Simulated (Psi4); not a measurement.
C4H9BeF (SMILES C[C](C)(C)[Be][F]), singlet, geometry from GFN2-xTB (such geometries of metal compounds can be far from the true shape), atoms displaced at random by about 0.03 Å a coordinate; R2SCAN/STO-3G, gradient (Psi4 1.11).

Input for Psi4:
```
memory 2 GB

molecule {
0 1
Be   -0.45106917    1.26934259   -0.20228284
F    -0.85779554    2.59022214   -0.45413057
C     0.10496613   -0.30792752    0.06556481
C    -0.98716689   -1.40251951   -0.28476654
C     1.35269931   -0.72434351   -0.77477136
C     0.47456501   -0.59505662    1.55450317
H    -0.60383111   -2.38390020   -0.13457193
H    -1.22271100   -1.39439001   -1.37490315
H    -1.80006599   -1.22768136    0.30253792
H     1.19220796   -0.65078612   -1.85177274
H     2.23801555   -0.04669182   -0.59861306
H     1.68814098   -1.81091931   -0.55527555
H     1.30484500    0.09301359    1.83082711
H    -0.33168560   -0.40019076    2.23090176
H     0.84317019   -1.59646353    1.69402494
symmetry c1
no_reorient
no_com
}

set {
  basis sto-3g
}

gradient('r2scan')
print_variables()
```

Question: Write the output that Psi4 gives for this input, abridged.

Answer: 
```
gradient() will perform analytic gradient computation.

   => Loading Basis Set <=

    Name: STO-3G
    Role: ORBITAL
    Keyword: BASIS

         ---------------------------------------------------------
                                   SCF
               by Justin Turney, Rob Parrish, Andy Simmonett
                          and Daniel G. A. Smith
                              RKS Reference
         ---------------------------------------------------------

  ==> Geometry <==

    Molecular point group: c1
    Full point group: C1

    Geometry (in Angstrom), charge = 0, multiplicity = 1:

       Center              X                  Y                   Z               Mass
    ------------   -----------------  -----------------  -----------------  -----------------
         BE          -0.451069170000     1.269342590000    -0.202282840000     9.012183065000
         F           -0.857795540000     2.590222140000    -0.454130570000    18.998403162730
         C            0.104966130000    -0.307927520000     0.065564810000    12.000000000000
         C           -0.987166890000    -1.402519510000    -0.284766540000    12.000000000000
         C            1.352699310000    -0.724343510000    -0.774771360000    12.000000000000
         C            0.474565010000    -0.595056620000     1.554503170000    12.000000000000
         H           -0.603831110000    -2.383900200000    -0.134571930000     1.007825032230
         H           -1.222711000000    -1.394390010000    -1.374903150000     1.007825032230
         H           -1.800065990000    -1.227681360000     0.302537920000     1.007825032230
         H            1.192207960000    -0.650786120000    -1.851772740000     1.007825032230
         H            2.238015550000    -0.046691820000    -0.598613060000     1.007825032230
         H            1.688140980000    -1.810919310000    -0.555275550000     1.007825032230
         H            1.304845000000     0.093013590000     1.830827110000     1.007825032230
         H           -0.331685600000    -0.400190760000     2.230901760000     1.007825032230
         H            0.843170190000    -1.596463530000     1.694024940000     1.007825032230

  Running in c1 symmetry.

  Rotational constants: A =      0.15469  B =      0.06329  C =      0.06311 [cm^-1]
  Rotational constants: A =   4637.63743  B =   1897.36726  C =   1891.90240 [MHz]
  Nuclear repulsion =  206.644732848070731

  Charge       = 0
  Multiplicity = 1
  Electrons    = 46
  Nalpha       = 23
  Nbeta        = 23

  ==> Algorithm <==

  SCF Algorithm Type is DF.
  DIIS enabled.
  MOM disabled.
  Fractional occupation disabled.
  Guess Type is SAD.
  Energy threshold   = 1.00e-08
  Density threshold  = 1.00e-08
  Integral threshold = 1.00e-12

  ==> Primary Basis <==

  Basis Set: STO-3G
    Blend: STO-3G
    Number of shells: 27
    Number of basis functions: 39
    Number of Cartesian functions: 39
    Spherical Harmonics?: true
    Max angular momentum: 1

  ==> DFT Potential <==

   => LibXC <=

    Version 7.1.2
    S. Lehtola, C. Steigemann, M. J. T. Oliveira, and M. A. L. Marques,  SoftwareX 7, 1–5 (2018) (10.1016/j.softx.2017.11.002)

   => Composite Functional: R2SCAN <=

    r2SCAN Meta-GGA XC Functional  (0.1021/acs.jpclett.0c02405)
    J. W. Furness, A. D. Kaplan, J. Ning, J. P. Perdew, J. Sun  J. Phys. Chem. Lett.  11, 8208–8215, 2020

    Deriv               =              1
    GGA                 =           TRUE
    Meta                =           TRUE

    Exchange Hybrid     =          FALSE
    MP2 Hybrid          =          FALSE

   => Exchange Functionals <=

    1.0000   XC_MGGA_X_R2SCAN

   => Correlation Functionals <=

    1.0000   XC_MGGA_C_R2SCAN

   => LibXC Density Thresholds  <==

    XC_MGGA_C_R2SCAN:  1.00E-15
    XC_MGGA_X_R2SCAN:  1.00E-11

   => Molecular Quadrature <=

    Radial Scheme          =       TREUTLER
    Pruning Scheme         =           NONE
    Nuclear Scheme         =       TREUTLER

    Blocking Scheme        =         OCTREE
    BS radius alpha        =              1
    Pruning alpha          =              1
    Radial Points          =             75
    Spherical Points       =            302
    Total Points           =         317182
    Total Blocks           =           2398
    Max Points             =            256
    Max Functions          =             38
    Weights Tolerance      =       1.00E-15

   => Loading Basis Set <=

    Name: (STO-3G AUX)
    Role: JKFIT
    Keyword: DF_BASIS_SCF

  ==> Integral Setup <==

  SCF_SUBTYPE=INCORE selected. In-core MEM_DF algorithm will be used.
  Using in-core AOs.

  ==> MemDFJK: Density-Fitted J/K Matrices <==

    J tasked:                   Yes
    K tasked:                    No
    wK tasked:                   No
    Algorithm:                 Core
    Schwarz Cutoff:           1E-12
    Mask sparsity (%):       1.3149
    Fitting Condition:        1E-10

   => Auxiliary Basis Set <=

  Basis Set: (STO-3G AUX)
    Blend: DEF2-UNIVERSAL-JKFIT
    Number of shells: 196
    Number of basis functions: 590
    Number of Cartesian functions: 689
    Spherical Harmonics?: true
    Max angular momentum: 4

  Minimum eigenvalue in the overlap matrix is 1.9738079095E-01.
  Reciprocal condition number of the overlap matrix is 7.2829350496E-02.
    Using symmetric orthogonalization.

  ==> Pre-Iterations <==

  SCF Guess: Superposition of Atomic Densities via on-the-fly atomic UHF (no occupation information).

   -------------------------
    Irrep   Nso     Nmo
   -------------------------
     A         39      39
   -------------------------
    Total      39      39
   -------------------------

  ==> Iterations <==

                           Total Energy        Delta E     RMS |[F,P]|

   @DF-RKS iter SAD:  -265.87161874965392   -2.65872e+02   0.00000e+00
   @DF-RKS iter   1:  -268.86194847182509   -2.99033e+00   1.52256e-03 DIIS/ADIIS
[...]
  @DF-RKS Final Energy:  -268.86387498095434
    Total Energy =                       -268.8638749809543356
[...]
 Dipole Z            :         -0.0347682            0.0189526           -0.0158156
 Magnitude           :                                                    0.2009087

 ------------------------------------------------------------------------------------

         ------------------------------------------------------------
                                   SCF GRAD
                          Rob Parrish, Justin Turney,
                       Andy Simmonett, and Alex Sokolov
         ------------------------------------------------------------

  ==> Geometry <==

    Molecular point group: c1
    Full point group: C1

    Geometry (in Angstrom), charge = 0, multiplicity = 1:

       Center              X                  Y                   Z               Mass
    ------------   -----------------  -----------------  -----------------  -----------------
         BE          -0.451069170000     1.269342590000    -0.202282840000     9.012183065000
         F           -0.857795540000     2.590222140000    -0.454130570000    18.998403162730
         C            0.104966130000    -0.307927520000     0.065564810000    12.000000000000
         C           -0.987166890000    -1.402519510000    -0.284766540000    12.000000000000
         C            1.352699310000    -0.724343510000    -0.774771360000    12.000000000000
         C            0.474565010000    -0.595056620000     1.554503170000    12.000000000000
         H           -0.603831110000    -2.383900200000    -0.134571930000     1.007825032230
         H           -1.222711000000    -1.394390010000    -1.374903150000     1.007825032230
         H           -1.800065990000    -1.227681360000     0.302537920000     1.007825032230
         H            1.192207960000    -0.650786120000    -1.851772740000     1.007825032230
         H            2.238015550000    -0.046691820000    -0.598613060000     1.007825032230
         H            1.688140980000    -1.810919310000    -0.555275550000     1.007825032230
         H            1.304845000000     0.093013590000     1.830827110000     1.007825032230
         H           -0.331685600000    -0.400190760000     2.230901760000     1.007825032230
         H            0.843170190000    -1.596463530000     1.694024940000     1.007825032230

  Nuclear repulsion =  206.644732848070731

  ==> Basis Set <==

  Basis Set: STO-3G
    Blend: STO-3G
    Number of shells: 27
    Number of basis functions: 39
    Number of Cartesian functions: 39
    Spherical Harmonics?: true
    Max angular momentum: 1

  ==> DFJKGrad: Density-Fitted SCF Gradients <==

    Gradient:                    1
    J tasked:                  Yes
    K tasked:                   No
    wK tasked:                  No
    Integrals threads:           1
    Schwarz Cutoff:          1E-12
    Fitting Condition:       1E-10

   => Auxiliary Basis Set <=

  Basis Set: (STO-3G AUX)
    Blend: DEF2-UNIVERSAL-JKFIT
    Number of shells: 196
    Number of basis functions: 590
    Number of Cartesian functions: 689
    Spherical Harmonics?: true
    Max angular momentum: 4

  ==> DFT Potential <==

   => LibXC <=

    Version 7.1.2
    S. Lehtola, C. Steigemann, M. J. T. Oliveira, and M. A. L. Marques,  SoftwareX 7, 1–5 (2018) (10.1016/j.softx.2017.11.002)

   => Composite Functional: R2SCAN <=

    r2SCAN Meta-GGA XC Functional  (0.1021/acs.jpclett.0c02405)
    J. W. Furness, A. D. Kaplan, J. Ning, J. P. Perdew, J. Sun  J. Phys. Chem. Lett.  11, 8208–8215, 2020

    Deriv               =              1
    GGA                 =           TRUE
    Meta                =           TRUE

    Exchange Hybrid     =          FALSE
    MP2 Hybrid          =          FALSE

   => Exchange Functionals <=

    1.0000   XC_MGGA_X_R2SCAN

   => Correlation Functionals <=

    1.0000   XC_MGGA_C_R2SCAN

   => LibXC Density Thresholds  <==

    XC_MGGA_C_R2SCAN:  1.00E-15
    XC_MGGA_X_R2SCAN:  1.00E-11

   => Molecular Quadrature <=

    Radial Scheme          =       TREUTLER
    Pruning Scheme         =           NONE
    Nuclear Scheme         =       TREUTLER

    Blocking Scheme        =         OCTREE
    BS radius alpha        =              1
    Pruning alpha          =              1
    Radial Points          =             75
    Spherical Points       =            302
    Total Points           =         317182
    Total Blocks           =           2398
    Max Points             =            256
    Max Functions          =             38
    Weights Tolerance      =       1.00E-15

  -Total Gradient:
     Atom            X                  Y                   Z
    ------   -----------------  -----------------  -----------------
       1        0.015750685850    -0.060591088640     0.013268949172
       2       -0.017679659522     0.060385216925    -0.011874847306
       3        0.001153896776     0.042455198824     0.002726705936
       4       -0.052736826672    -0.023762472958     0.067861144904
       5       -0.040927598444     0.006783487099    -0.003092580818
       6       -0.030392940744    -0.040235159291     0.007432436546
       7       -0.013157556256     0.026791408194    -0.015560451404
       8        0.006551523416    -0.008369592005    -0.013974111934
       9        0.068465346853    -0.006035160746    -0.038060943362
      10        0.009331143810     0.002599367799     0.007689820795
      11        0.014468009447     0.013603041437    -0.004782752514
      12        0.013186671195    -0.035552207992     0.003398110902
      13        0.006554795266     0.007356995717    -0.002254582982
      14        0.020415670526    -0.001220688111    -0.013723970168
      15       -0.002619182235     0.020891406804     0.000012956513

  Variable Map:
  ----------------------------------------------------------------------------
[...]
  Array Variable Map:
  ----------------------------------------------------------------------------
[...]
[...]
```
